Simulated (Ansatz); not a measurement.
Calculated with Ansatz (gas phase, PBE0-D4/def2-TZVP geometries, no zero-point term in ΔE). CBS: MP2 limit from def2 TZ/QZ plus the TZ coupled-cluster correction, frozen cores. Functionals use def2-TZVPP. Each species was taken in one conformer, which may not be the lowest.

Reaction (isomerisation): `OC1(F)N[SiH2]1` → `FC1N[SiH2]O1`

| level | ΔE (kJ/mol) |
| --- | --- |
| PBE0-D4 | -193.6 |
| r2SCANh-D4 | -199.2 |
| r2SCAN0-D4 | -204.7 |
| ωB97M-V | -200.8 |
| PBE0 | -193.5 |
| MP2/def2-SVP | -198.2 |
| CCSD/def2-TZVPP | -212.8 |
| HF/CBS(def2) | -237.1 |

(1) What does CCSD(T)/CBS give? (Estimate.)

Largest T1 diagnostic among the species: 0.013.

Answers

(1) Ansatz gave: -206.5 kJ/mol. The listed levels differ from it by 12.9, 7.3, 1.8, 5.7, 13.0, 8.3, -6.3, -30.6 kJ/mol.

In def2-TZVPP, CCSD(T) changes the Hartree–Fock value by +28.1 kJ/mol (the triples alone add +4.9 kJ/mol) and MP2 by +23.6 kJ/mol. From BLYP to BHLYP (50 % exact exchange), in def2-TZVPP and without D4, ΔE moves by −31.9 kJ/mol.
